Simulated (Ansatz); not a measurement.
Reaction (isomerisation): `[NH2][GeH]1[CH2][SiH2]1` → `[CH2]1[SiH2][NH][GeH2]1`

Isolated molecules relaxed with PBE0-D4/def2-TZVP in Ansatz; ΔE leaves out vibrations. CCSD(T)/CBS adds triple-zeta CCSD(T) − MP2 to the extrapolated MP2 energy (def2 sets, frozen cores). Functionals use def2-TZVPP. B3LYP here is the variant with VWN-RPA as its local correlation; programs differ in this. For Ge outer-core shells are correlated without core-valence functions, which leaves a few kJ/mol of doubt a bond. Scalar relativity is left out up to krypton. Each species was taken in one conformer, which may not be the lowest.

CCSD(T)/CBS gives -35.6 kcal/mol.

Another level gave -33.1 kcal/mol. Which?
A. B3LYP-D4/def2-TZVPP
B. ωB97X-V/def2-TZVPP
C. HF/def2-TZVPP
D. PBE0/def2-TZVPP

D. PBE0 -33.1, B3LYP-D4 -34.7, HF/def2-TZVPP -41.3, ωB97X-V -36.4 kcal/mol.

Largest T1 diagnostic among the species: 0.012.

The D4 term adds −0.9 kcal/mol with B3LYP and −0.4 kcal/mol with PBE0; it sums over pairs of atoms, weighted by their polarisabilities, and B3LYP, whose exchange is more repulsive, gets the larger term. From PBE to PBE0 (25 % exact exchange), in def2-TZVPP and without D4, ΔE moves by −3.1 kcal/mol.

CCSD(T)/CBS has its own doubt, a few kJ/mol and more with outer-core shells, so smaller differences from it don't rank the levels.
